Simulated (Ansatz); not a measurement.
# Competing steps

Reactants: SiNH₅ ([NH2][SiH3]) + H₂O + HF (brackets give SMILES or just the links). Saddle points were found for several chosen steps; others may exist. Gas-phase electronic energies, without zero-point energy, by CCSD(T) at an estimated basis limit (MP2 extrapolated from triple and quadruple zeta, plus CCSD(T) − MP2 in triple zeta); Ansatz 0.2.0, def2-TZVPP and QZVPP, frozen cores, on PBE0-D4/def2-TZVP structures. Extrapolation: Hartree–Fock as exp(−7.88 √X), correlation as X^−2.97. No counterpoise correction.

Question: Rank the steps by the energy of their saddle points, lowest first, and give each saddle's height above the lowest. (Judge from chemistry; the value comes from the calculation.)
A. ligand exchange through a proton shuttle, to SiH₄O ([OH][SiH3]) + NH₃ + HF (breaks or loosens F–H, H–O, N–Si; forms F–H, H–N, O–Si)
B. ligand exchange through a proton shuttle, to SiNH₅O ([NH2][SiH2][OH]) + HF + H₂ (breaks or loosens F–H, H–O, H–Si; forms F–H, H–H, O–Si)

Answer: Computed: A (0.0 kJ/mol), B (83.6 kJ/mol). Heights count from the lowest.

The lowest of these saddles lies at -19.3 kJ/mol relative to the separated reactants.

Question: Does the lowest of these saddles lead to the lowest end structure (the products still in contact)? (Judge from chemistry; the calculation decides.)

Answer: The calculation gives: No: the step over a higher saddle ends lower. Relative to the separated reactants, the ends lie at -101.2 (SiH₄O ([OH][SiH3]) + NH₃ + HF); -130.4 (SiNH₅O ([NH2][SiH2][OH]) + HF + H₂) kJ/mol.

No T1 diagnostic of these runs exceeds 0.012.

For scale, one of the runs: CCSD(T)/def2-TZVPP, 247 basis functions, launched by `ansatz run in.yaml --threads 4 --pin off --events-out ev --progress --plain --max-ram 9574MiB`. Time: 2.2 min of wall clock on 4 CPU threads of an Arm Neoverse V1; the host was shared. Peak host memory: 5.3 GiB.
